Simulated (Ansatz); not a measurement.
Ansatz (a first-principles code) input (CCSD(T)/aug-cc-pV(D+d)Z):
A basis named .json is the Basis Set Exchange file of that set.

Ansatz 0.2 input:
```yaml
crystal:
  periodic: [false, false, false]
  atoms:
    - {symbol: Al, position_ang: [0.17390465, 0.26316123, -0.79189867]}
    - {symbol: O, position_ang: [-0.41373852, 1.78565541, -0.95206785]}
    - {symbol: Cl, position_ang: [0.06171458, -1.04154937, 1.05360150]}
basis:
  gaussian:
    orbitals: aug-cc-pV_D+d_Z.json
total_charge: -1
magnetization: {spin_polarized: true, initial_magnetization: 1}
correlation: {method: ccsd_t, electrons: outside_noble_gas}
output: {forces: true}
```

End of the output:

```
cycle   8  -11.86114214 eV  change   -2.4e-5 eV  update   6.3e-5
cycle   9  -11.86114764 eV  change   -5.5e-6 eV  update   3.7e-5
cycle  10  -11.86112909 eV  change    1.9e-5 eV  update   2.2e-5
cycle  11  -11.86115345 eV  change   -2.4e-5 eV  update   1.2e-5
cycle  12  -11.86115423 eV  change   -7.9e-7 eV  update   5.3e-6
cycle  13  -11.86115166 eV  change    2.6e-6 eV  update   2.7e-6
cycle  14  -11.86115235 eV  change   -6.9e-7 eV  update   1.1e-6
cycle  15  -11.86115226 eV  change    9.0e-8 eV  update   7.6e-7
perturbative correction -0.48521744 eV, -0.0178314119 hartree
the calculation of the forces begins
Total energy: -21139.18194880 eV, -776.8506079664 hartree
Atom 0 at     0.173905     0.263161    -0.791899 Å, force     0.250396    -0.618085     0.032203 eV/Å
Atom 1 at    -0.413739     1.785655    -0.952068 Å, force    -0.261132     0.719810    -0.122043 eV/Å
Atom 2 at     0.061715    -1.041549     1.053602 Å, force     0.010736    -0.101725     0.089840 eV/Å
Dipole moment:     0.181871    -0.755443     0.383825 e Å
```
